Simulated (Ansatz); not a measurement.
`O[SiH](F)[SiH3]`, relaxed with RKS PBE0-D4/def2-TZVP in Ansatz from a PBE-D4/def2-SVP geometry. The force threshold is 0.005 eV/Å; the program also tests the step.

The species carries charge 0 and has multiplicity 1.

Start:

```xyz
9

O     1.544   -0.341    1.110
Si    0.192    0.547    0.688
F     0.630    2.068    0.238
Si   -0.747   -0.550   -1.160
H     1.978   -0.095    1.946
H    -0.733    0.732    1.864
H    -1.930    0.230   -1.666
H    -1.208   -1.926   -0.761
H     0.274   -0.665   -2.258
```

| step | energy (eV) | largest force (eV/Å) | largest move (Å) |
| --- | --- | --- | --- |
| 1 | -20594.7252 | 1.045 | 0.000 |
| 2 | -20594.7717 | 0.584 | 0.036 |
| 3 | -20594.7867 | 0.162 | 0.035 |
| 4 | -20594.7894 | 0.056 | 0.023 |
| 5 | -20594.7899 | 0.066 | 0.005 |
| 6 | -20594.7903 | 0.063 | 0.007 |
| 7 | -20594.7907 | 0.006 | 0.015 |
| 8 | -20594.7907 | 0.003 | 0.003 |

End:

```xyz
9

O     1.525   -0.310    1.113
Si    0.201    0.547    0.678
F     0.621    2.034    0.253
Si   -0.742   -0.546   -1.162
H     1.962   -0.099    1.940
H    -0.713    0.721    1.840
H    -1.914    0.226   -1.654
H    -1.198   -1.901   -0.753
H     0.257   -0.670   -2.255
```

It took 7.6 min on 2 threads of a server CPU on a shared host, with 0.36 GiB of host memory at the peak.
